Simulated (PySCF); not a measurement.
HfFH3, SMILES [F][HfH3], multiplicity 1.

Geometry: r2SCAN-D4/def2-TZVP. The multiplicity is an assumed one; no other spin state was optimised. The structure was generated by enumeration; whether it is a known compound was not checked. The def2 effective core potentials stand for the cores of Hf; spin–orbit coupling is left out.

Two levels are set side by side: PBE/def2-TZVPD (PySCF) and M06-2X/def2-TZVPD (PySCF). Same geometry, gas phase. Differences are taken from unrounded values.

| quantity | M06-2X | PBE | PBE minus M06-2X |
|---|---|---|---|
| orbital gap (eV) | 8.47 | 4.28 | -4.19 |
| highest occupied level (eV) | -9.74 | -7.17 | 2.57 |
| lowest empty level (eV) | -1.27 | -2.89 | -1.62 |
| dipole moment (D) | 0.78 | 0.52 | -0.26 |
| mean polarisability (bohr³) | 46.9 | 49.2 | 2.3 |

Without exact exchange PBE keeps part of each electron's self-repulsion, which lifts occupied levels and narrows the gap. PBE's more diffuse valence density responds more strongly to a field. Differences between two approximate levels are no errors against the true value.

Rough cost on one machine, each run with all the roots and properties that it gave: M06-2X against PBE about 4 times.
